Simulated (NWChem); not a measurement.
System: C$_{2}$H$_{7}$FOSi; SMILES OC[SiH2]CF

```xyz
12

O      0.9745    -2.0586     0.2378
C     -0.2780    -1.7310    -0.3716
Si    -0.8160     0.0339     0.1388
C      0.5753     1.2403    -0.3699
F      0.3413     2.5135     0.1487
H      0.8220    -2.1016     1.2000
H     -0.1162    -1.7671    -1.4707
H     -1.0754    -2.4857    -0.1620
H     -2.1290     0.4489    -0.4700
H     -0.9373     0.0666     1.6404
H      0.6604     1.3043    -1.4798
H      1.5488     0.8515     0.0071
```
Atoms are numbered in this order, from 1.

Computed with NWChem. Medium grid unless said otherwise, to which SCAN and Minnesota functionals are sensitive. The geometry was optimised at PBE-D3(BJ)/def2-SVP. Not confirmed as a minimum by frequencies. Total energies of different functionals are on different scales.

```tsv
level	energy (Ha)	highest occupied level (eV)	orbital gap (eV)	dipole (D)	relative time
B3LYP/def2-SVP	-544.6870	-7.21	7.75	1.87	1
PBE/def2-SVP	-544.2255	-5.87	5.76	1.76	1
HCTH/407/def2-SVP	-544.6595	-6.10	5.89	1.79	1
MPW1K/def2-SVP	-544.5996	-8.69	10.11	2.01	1
M06-2X/def2-SVP	-544.5354	-8.94	10.48	1.96	1
LC-BLYP (range parameter 0.33 per bohr)/def2-SVP	-543.9234	-9.66	12.30	1.87	4
LDA (Slater exchange, VWN5)/def2-SVP	-541.5748	-5.98	5.62	1.82	1
```

Times are rough ratios from one shared machine.
